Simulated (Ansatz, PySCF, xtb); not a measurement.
Torsion H5–C1–B2–Br4 in CH5BBrN (SMILES CB(N)Br); at each angle all else is relaxed with GFN2-xTB, and the levels are single points there.
Geometry at 60° (charge 0, multiplicity 1):
| atom | x (Å) | y (Å) | z (Å) |
|---|---|---|---|
| C | -1.1416 | 0.1348 | -0.3370 |
| B | 0.1710 | -0.1173 | 0.5052 |
| N | 0.1911 | -0.1092 | 1.8866 |
| Br | 1.8211 | -0.4527 | -0.3866 |
| H | -1.3735 | -0.7235 | -0.9683 |
| H | -1.0196 | 0.9814 | -1.0130 |
| H | -2.0144 | 0.3315 | 0.2822 |
| H | 1.0221 | -0.2698 | 2.4338 |
| H | -0.6224 | 0.0573 | 2.4541 |

On the grid 0° to 120°, 0° is the highest and 60° the lowest point at MP2/CBS(cc-pVTZ, cc-pVQZ) + ΔCCSD(T)/cc-pVTZ.

Rows in STO-3G carry no dispersion term and start afresh at each structure; the Pople sets are all-electron and without relativity.

The values were computed with Ansatz (Gaussian basis) for Hartree–Fock, density functionals and correlated methods; PySCF for STO-3G rows, the dispersion terms; xtb for the GFN methods. Values without a source in brackets are computed.

One of these levels gives 39.1 meV for the energy at 0° less that at 60°. Which?
A. PBE-D3(BJ)/def2-TZVPP
B. GFN1-xTB
C. HF/STO-3G

A, PBE-D3(BJ)/def2-TZVPP. The others give 9.1 (GFN1-xTB), 23.6 (HF/STO-3G)

Ansatz is a quantum-chemistry and plane-wave program.
